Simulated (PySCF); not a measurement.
# GaF: energy against distance

Set-up: basis Ga cc-pVDZ-PP with ECP10, F cc-pVDZ; scalar-relativistic core potentials; PySCF 2.14. Energies in eV from Ga + F in their ground configurations at the same level. State: ¹Σ⁺ (singlet), closed shell.

Curves on a restricted Hartree–Fock reference rise too fast on stretching and do not dissociate correctly.

| R (Å) | revPBE | M06 | RHF-SCS-MP2 | PBE |
| --- | --- | --- | --- | --- |
| 1.554 | -4.664 | -4.967 | -4.526 | -4.986 |
| 1.626 | -5.317 | -5.576 | -5.133 | -5.620 |
| 1.699 | -5.694 | -5.912 | -5.461 | -5.979 |
| 1.753 | -5.843 | -6.034 | -5.574 | -6.116 |
| 1.807 | -5.907 | -6.072 | -5.601 | -6.168 |
| 1.861 | -5.905 | -6.047 | -5.562 | -6.155 |
| 1.933 | -5.826 | -5.940 | -5.435 | -6.063 |
| 2.024 | -5.644 | -5.726 | -5.194 | -5.866 |
| 2.132 | -5.352 | -5.400 | -4.831 | -5.557 |
| 2.277 | -4.907 | -4.915 | -4.294 | -5.092 |

Q: Put a parabola through the three lowest points of the revPBE curve and estimate Re, k and ωe (reduced mass 14.89 u; 1 eV/Å² = 0.16022 mdyn/Å; ωe = 1302.8·√(k/μ) cm⁻¹).

A: Through R = 1.753, 1.807, 1.861 Å the second-order coefficient is 11.3 eV/Å², so Re ≈ 1.832 Å, k ≈ 3.63 mdyn/Å and ωe ≈ 643 cm⁻¹. A polynomial fit of higher order to the unrounded revPBE energies gives Re = 1.832 Å, k = 3.16 mdyn/Å, ωe = 601 cm⁻¹; anharmonicity and rounding make the difference.

The higher-order fit for each curve: revPBE: Re = 1.832 Å, ωe = 601 cm⁻¹, De = 5.91 eV; M06: Re = 1.810 Å, ωe = 623 cm⁻¹, De = 6.07 eV; RHF-SCS-MP2: Re = 1.800 Å, ωe = 648 cm⁻¹, De = 5.60 eV; PBE: Re = 1.822 Å, ωe = 612 cm⁻¹, De = 6.17 eV.

Correlated steps freeze 5 core orbitals. Correlated levels converge slowly with the basis: in double zeta they bind strong bonds too weakly, by up to about 1 eV, and carry superposition errors of some tenths. Where the molecule has an RHF reference, its open-shell atoms are computed with UHF.
